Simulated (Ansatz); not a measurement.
Harmonic frequencies (cm⁻¹) at PBE0-D4/def2-TZVP from Ansatz: 53, 54, 113, 113, 130, 150, 225, 225, 241, 333, 558, 559, 565, 589, 589, 784, 798, 799, 1159, 1655, 1655, 3494, 3623, 3623, 3899, 3899, 3899.

Each molecule was computed in one conformer, which needn't be the lowest.

(1) Which molecule is it?
A. `[SiH3][OH+][GaH3-]`
B. `C[NH2+][AlH3-]`
C. `[F][Al-]([F])([F])[NH2+][SiH3]`
D. `[NH3+][In-]([OH])([OH])[OH]`

Answers

(1) D.
